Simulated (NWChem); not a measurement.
BeH2Se; SMILES [BeH][SeH]

Program: NWChem. All runs use the structure optimised with PBE0/def2-SVP. Ions are spin-unrestricted doublets at the neutral geometry; other ion states weren't tried.

For level PBE/def2-SVP:

−ε(HOMO) (eV): 6.22

Q: Estimate the same quantities for level B3LYP/def2-SVP.

A: 
| Item | Value |
|---|---|
| −ε(HOMO) (eV) | 7.03 |
